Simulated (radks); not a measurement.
Polarisability of the rubidium ion Rb8+, [Ar] 3d10 4s1, at imaginary frequency. All-electron calculation, scalar-relativistic Kohn-Sham, LDA (Slater exchange, Perdew-Wang correlation), spin-polarised, spherical densities, finite nucleus; open shells are filled with parallel spins first (spin-orbit coupling, left out, can overturn this in heavy ions); Fermi nuclear charge, rms radius 4.2036 fm. Program: a radial shooting solver on a logarithmic mesh with Libxc functionals. Response by self-consistent Sternheimer equations with the Hartree and adiabatic LDA kernel, the relativistic mass of each level held fixed and spin-orbit coupling left out.

w (hartree)  alpha1(iw) (bohr^3)  alpha2(iw) (bohr^5)
0.00266                    1.297               0.9373
0.0143                     1.296               0.9373
0.0360                     1.295               0.9371
0.0697                     1.289               0.9362
0.118                      1.274               0.9342
0.186                      1.241               0.9295
0.280                      1.178               0.9197
0.413                      1.067               0.8998
0.605                     0.8979               0.8608
0.892                     0.6849               0.7869
1.35                      0.4738               0.6582
2.12                      0.3098               0.4706
3.59                      0.1992               0.2689
6.94                      0.1153               0.1185
17.5                     0.03991              0.03282

Static values: alpha1 = 1.297 bohr^3 (0.1922 angstrom^3; uncoupled 1.637), alpha2 = 0.9373 bohr^5, alpha3 = 1.453 bohr^7. C6 = 1.402, C8 = 6.932, triple-dipole C9 = 1.183 atomic units. One-pole (London) frequency 4 C6 / (3 alpha1^2) = 1.112 hartree, against 5.307 for minus the highest occupied eigenvalue.
